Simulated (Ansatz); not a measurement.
Worked example: vertical ionisation energy of CHF3O3S (triflic acid)

CHF3O3S: 9 atoms, total charge 0, spin state singlet. As SMILES, `O=S(=O)(O)C(F)(F)F`. The coordinates come from a PBE0-D4/def2-TZVP relaxation. This is one conformer, not always the lowest.

Both states at this one shape; open shells run unrestricted unless said. 1 Eh = 27.2114 eV.

| level | program | singlet CHF3O3S (Eh) | doublet CHF3O3S+ (Eh) | HOMO of the first (eV) |
| --- | --- | --- | --- | --- |
| SVWN5/6-31G* (spherical functions) | Ansatz | -956.832076 | -956.404676 | -8.14 |
| B2PLYP/6-31G* (spherical functions), 12 core orbitals frozen | Ansatz | -961.387880 | -960.934199 | -11.33 |

Task: Work out the vertical ionisation energy at each level.

Result: 
1. SVWN5/6-31G* (spherical functions): -956.404676 − (-956.832076) = 0.427400 Eh = 11.63 eV; −ε(HOMO) = 8.14 eV.
2. B2PLYP/6-31G* (spherical functions): -960.934199 − (-961.387880) = 0.453681 Eh = 12.35 eV; −ε(HOMO) = 11.33 eV.

No measured value is set beside it here; the levels span 11.63 to 12.35 eV. In semi-local functionals −ε(HOMO) lies far under the ionisation energy, a result of self-interaction, while the difference of totals does much better.
